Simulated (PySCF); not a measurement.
OV, SMILES [V]=[O] (connectivity only; charge and spin as stated), neutral, multiplicity 4. Atoms are numbered in the order given.

```xyz
2

V      0.0000     0.0000    -0.4078
O      0.0000     0.0000     1.1723
```
Charge 0, spin multiplicity 4.

The structure is a stationary point at B3LYP-D3(BJ)/def2-TZVPD. The multiplicity is an assumed one; other spin states were not compared.

These are PySCF with B3LYP-D3(BJ)/def2-TZVPD values and carry that method's errors.

Frequencies are harmonic and unscaled.

```csv
mode,ν (cm⁻¹),IR (km/mol),moving atoms (share of kinetic energy)
1,1045,250.3,"O 76 %, V 24 %"
```
